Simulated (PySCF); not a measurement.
NMR data simulated for an unnamed compound:

¹H NMR (300 MHz, computed): δ 6.72 (m, 1H), 6.65 (m, 1H), 6.40 (m, 1H), 5.86 (m, 1H), 5.55 (m, 1H), 5.39 (m, 1H).

¹³C{¹H} NMR (computed): δ 151.8 (CH), 139.7 (CH), 123.7 (CH2), 122.1 (CH), 118.9 (CH).

PySCF 2.14 calculation with σ from GIAO-PBE0/pcSseg-1 and coordinates at the GFN2-xTB level; in vacuum, non-relativistic, single conformer, averaged over atoms made equivalent by symmetry, fast rotation or ring inversion.

δ = σ(ref) − σ, references computed at the same level: TMS for ¹H, ¹³C.

Problem. Which of these does the molecule contain: a vinyl group CH=CH2, a (CH3)2CH unit, a non-aromatic C=C double bond, an N-methyl group, a CH3CH2 unit?

Solution. 
- A vinyl group CH=CH2: yes (δC 123.7, 139.7; δH 5.55 (m), 5.39 (m), 6.40 (m)).
- A (CH3)2CH unit: no.
- A non-aromatic C=C double bond: yes.
- An N-methyl group: no.
- A CH3CH2 unit: no.

The data belong to `O(/C=C/C=C)C(F)F`, C$_{5}$H$_{6}$F$_{2}$O; they needn't prove each group on their own.

Carbon signals by region: 5 in the sp2 and nitrile region (100–160 ppm).

Splittings by ¹⁹F in the carbon and heteronuclear signals aren't shown, as no couplings were computed. Shifts are as computed. Against solution values, carbons near 30 ppm lie about +3 ppm off and those near 130 ppm about +5 ppm. Of 1211 compounds with measured shifts, 218 miss one by over three times the rms of a fit or turn the order of signals round; such compounds aren't used in these exercises. Multiplicities follow the n + 1 count of equivalent neighbours, as no J values were calculated; m marks all less simple cases, F and P coupling included.
